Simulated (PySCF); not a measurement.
Cl2I, SMILES Cl[I-]Cl, charge -1.

Geometry optimised at B3LYP-D3(BJ)/def2-SVPD. The def2 effective core potentials stand for the cores of I; spin–orbit coupling is left out.

All values below come from PySCF 2.14.0 with B3LYP-D3(BJ)/def2-SVPD.

Frequencies are harmonic and unscaled.

Modes within 1.5 cm⁻¹ of each other (mostly degenerate sets) share a row, with their intensities summed.

```json
[
 {"mode": "1–2", "ν (cm⁻¹)": "99", "IR (km/mol)": "8.9", "Raman (Å⁴/amu)": "0.0", "depolarisation": "–", "moving atoms (share of kinetic energy)": "Cl 64 %, I 36 %"},
 {"mode": "3", "ν (cm⁻¹)": "227", "IR (km/mol)": "231.1", "Raman (Å⁴/amu)": "0.0", "depolarisation": "–", "moving atoms (share of kinetic energy)": "Cl 64 %, I 36 %"},
 {"mode": "4", "ν (cm⁻¹)": "235", "IR (km/mol)": "0.0", "Raman (Å⁴/amu)": "77.8", "depolarisation": "0.27", "moving atoms (share of kinetic energy)": "Cl 100 %"}
]
```
